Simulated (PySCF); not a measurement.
Cl2CrO2, multiplicity 1. Atoms are numbered in the order given.

```xyz
5

Cr     0.0000     0.0000     0.3569
O      0.0000     1.2662     1.2624
O      0.0000    -1.2662     1.2624
Cl    -1.7573     0.0000    -0.8460
Cl     1.7573     0.0000    -0.8460
```
Charge 0, spin multiplicity 1.

Geometry: PBE-D3(BJ)/def2-SVP. The multiplicity is an assumed one; other spin states were not compared. The isomer is the one that the SMILES or the coordinates give; other isomers of the formula were not compared.

Computed with TDA-LC-ωPBE/def2-SVPD run with PySCF.

Vertical excitations. Isolated molecule, no solvent. State labels are in the subgroup C2v.

Computed excitation energies, oscillator strengths and character:
```json
[
 {"state": "S1", "symmetry": "B2", "energy (eV)": "2.94", "λ (nm)": "422", "f": "0.002", "main pairs": "HOMO−2→LUMO 78 %, HOMO−4→LUMO 15 %"},
 {"state": "S2", "symmetry": "A2", "energy (eV)": "3.10", "λ (nm)": "400", "f": "0.000", "main pairs": "HOMO−1→LUMO 96 %"},
 {"state": "S3", "symmetry": "B1", "energy (eV)": "3.12", "λ (nm)": "397", "f": "0.002", "main pairs": "HOMO−2→LUMO+1 53 %, HOMO−4→LUMO+1 24 %, HOMO→LUMO 18 %"},
 {"state": "S4", "symmetry": "B1", "energy (eV)": "3.44", "λ (nm)": "360", "f": "0.043", "main pairs": "HOMO→LUMO 63 %, HOMO−4→LUMO+1 11 %, HOMO−2→LUMO+1 11 %, HOMO−5→LUMO 10 %"},
 {"state": "S5", "symmetry": "A2", "energy (eV)": "3.69", "λ (nm)": "336", "f": "0.000", "main pairs": "HOMO−2→LUMO+2 76 %, HOMO−4→LUMO+2 18 %"},
 {"state": "S6", "symmetry": "A1", "energy (eV)": "3.95", "λ (nm)": "314", "f": "0.000", "main pairs": "HOMO→LUMO+2 48 %, HOMO−3→LUMO 38 %"},
 {"state": "S7", "symmetry": "B2", "energy (eV)": "4.00", "λ (nm)": "310", "f": "0.000", "main pairs": "HOMO−4→LUMO 77 %, HOMO−2→LUMO 18 %"},
 {"state": "S8", "symmetry": "B2", "energy (eV)": "4.08", "λ (nm)": "304", "f": "0.001", "main pairs": "HOMO→LUMO+1 68 %, HOMO−1→LUMO+2 22 %"},
 {"state": "S9", "symmetry": "A1", "energy (eV)": "4.12", "λ (nm)": "301", "f": "0.000", "main pairs": "HOMO−1→LUMO+1 50 %, HOMO→LUMO+2 35 %, HOMO−3→LUMO 11 %"},
 {"state": "S10", "symmetry": "B2", "energy (eV)": "4.21", "λ (nm)": "294", "f": "0.002", "main pairs": "HOMO−1→LUMO+2 72 %, HOMO→LUMO+1 17 %"},
 {"state": "T1", "symmetry": "B2", "energy (eV)": "2.39", "λ (nm)": "519", "f": "0", "main pairs": "HOMO−2→LUMO 71 %, HOMO−4→LUMO 21 %"},
 {"state": "T2", "symmetry": "B1", "energy (eV)": "2.64", "λ (nm)": "469", "f": "0", "main pairs": "HOMO→LUMO 42 %, HOMO−2→LUMO+1 32 %, HOMO−4→LUMO+1 19 %"},
 {"state": "T3", "symmetry": "B1", "energy (eV)": "2.77", "λ (nm)": "447", "f": "0", "main pairs": "HOMO→LUMO 54 %, HOMO−2→LUMO+1 26 %, HOMO−4→LUMO+1 18 %"},
 {"state": "T4", "symmetry": "A2", "energy (eV)": "2.87", "λ (nm)": "432", "f": "0", "main pairs": "HOMO−1→LUMO 92 %"}
]
```
Triplets are in the Tamm–Dancoff approximation.
